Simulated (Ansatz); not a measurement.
Abridged output of a molecular run in Ansatz:

```
Functional definition: HF
  name "HF"
  cite "Fock, Z. Phys. 61, 126 (1930) doi:10.1007/BF01340294"
  parent pbe
  exchange = exact_x
  correlation = 0
1635 factors; integrals over basis functions are off by at most 1.1e-3 eV
mean field evaluation 1: about -62473.7052 eV, gradient 3.9e1 eV
mean field evaluation 2: about -62473.8712 eV, gradient 3.9e1 eV
mean field evaluation 4: about -62477.4143 eV, gradient 4.0e0 eV
mean field evaluation 8: about -62477.4743 eV, gradient 2.3e-1 eV
mean field -62477.47453731 eV, -2296.0048404929 hartree, gradient 1.0e-6 eV, S^2 0.000000; 0 other end points of the search recorded, 0 dependent functions left out
13 core orbitals not correlated: weight in the atoms' cores, before any rotation towards them, 1.000 or more for the frozen orbitals, at most 0.000 for the correlated occupied ones
reference -62477.47453731 eV, -2296.0048404929 hartree; 20, 20 occupied and 237, 237 virtual orbitals, 1635 factors
second order -27.11807285 eV of doubles, -0.00000000 eV of singles
cycle   1  -27.34695188 eV  change   -2.3e-1 eV  update   1.1e-1
cycle   2  -28.06796169 eV  change   -7.2e-1 eV  update   3.3e-2
cycle   3  -28.19545591 eV  change   -1.3e-1 eV  update   1.7e-2
cycle   4  -28.17857722 eV  change    1.7e-2 eV  update   4.5e-3
cycle   5  -28.17760872 eV  change    9.7e-4 eV  update   2.0e-3
cycle   6  -28.17815024 eV  change   -5.4e-4 eV  update   6.7e-4
cycle   7  -28.17771652 eV  change    4.3e-4 eV  update   2.4e-4
cycle   8  -28.17770166 eV  change    1.5e-5 eV  update   8.8e-5
cycle   9  -28.17774986 eV  change   -4.8e-5 eV  update   3.3e-5
cycle  10  -28.17775827 eV  change   -8.4e-6 eV  update   1.2e-5
perturbative correction -1.00494847 eV, -0.0369311750 hartree
Total energy: -62506.65724404 eV, -2297.0772851846 hartree
```

Its atoms:

Cartesian coordinates in Å:
```
N -0.777 1.472 -0.336
B -0.073 0.339 0.049
Ge -0.341 -1.435 -0.982
C 0.924 0.423 1.270
F 1.554 -0.792 1.528
H -0.695 2.367 0.121
H -1.426 1.478 -1.105
H -1.368 -1.244 -2.123
H 0.963 -1.939 -1.624
H -0.873 -2.560 -0.077
H 1.711 1.168 1.091
H 0.403 0.723 2.189
```

(1) Which basis set was used?
A. def2-TZVPP
B. def2-SVP
C. cc-pV(D+d)Z
D. def2-QZVPP

(2) Write the keys of the input that set method, charge and spin (a neutral closed shell needs none for the last two).

Results:

(1) A. It gives 270 functions.

(2) 
```yaml
correlation: {method: ccsd_t}
```
